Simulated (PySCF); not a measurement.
Sn(F)(Cl)(NH2)2 (ClFH4N2Sn), SMILES [Cl][Sn]([F])([NH2])[NH2].

The structure is a stationary point at r2SCAN-D4/def2-SVP. The structure was generated by enumeration; whether it is a known compound was not checked. The def2 effective core potentials stand for the cores of Sn; spin–orbit coupling is left out. The values are those of a single conformer.

All values below come from TDDFT-M06-2X/def2-SVPD (PySCF 2.14.0).

Vertical excitations. The molecule is in vacuum.

Task: Give excitation energies, oscillator strengths and character. (Estimate from the structure and the level; the computed values follow.)

Result: 
| state | energy (eV) | λ (nm) | f | main pairs |
|---|---|---|---|---|
| S1 | 5.88 | 211 | 0.121 | HOMO→LUMO 88 % |
| S2 | 5.92 | 209 | 0.048 | HOMO−1→LUMO 86 % |
| S3 | 6.60 | 188 | 0.032 | HOMO−2→LUMO 83 % |
| S4 | 6.73 | 184 | 0.038 | HOMO−3→LUMO 82 % |
| S5 | 7.65 | 162 | 0.013 | HOMO→LUMO+1 42 %, HOMO−1→LUMO+1 26 %, HOMO−1→LUMO+2 18 %, HOMO→LUMO+2 6 % |
| S6 | 7.70 | 161 | 0.012 | HOMO→LUMO+2 52 %, HOMO−1→LUMO+1 34 % |
| S7 | 7.94 | 156 | 0.013 | HOMO→LUMO+3 35 %, HOMO−5→LUMO 19 %, HOMO−1→LUMO+1 10 %, HOMO→LUMO+1 9 % |
| S8 | 8.12 | 153 | 0.115 | HOMO−4→LUMO 54 %, HOMO−1→LUMO+2 9 % |
| S9 | 8.18 | 152 | 0.062 | HOMO−5→LUMO 29 %, HOMO→LUMO+3 28 %, HOMO−1→LUMO+3 17 % |
| S10 | 8.26 | 150 | 0.081 | HOMO−1→LUMO+3 28 %, HOMO−1→LUMO+2 16 %, HOMO→LUMO+3 15 %, HOMO−7→LUMO 7 % |
| T1 | 5.16 | 240 | 0 | HOMO→LUMO 81 % |
| T2 | 5.32 | 233 | 0 | HOMO−1→LUMO 80 % |
| T3 | 6.22 | 199 | 0 | HOMO−2→LUMO 82 %, HOMO−2→LUMO+1 14 % |
| T4 | 6.33 | 196 | 0 | HOMO−3→LUMO 79 %, HOMO−3→LUMO+1 12 % |
Triplets are in the Tamm–Dancoff approximation, which puts them higher than full response would, so one can lie above its singlet here.
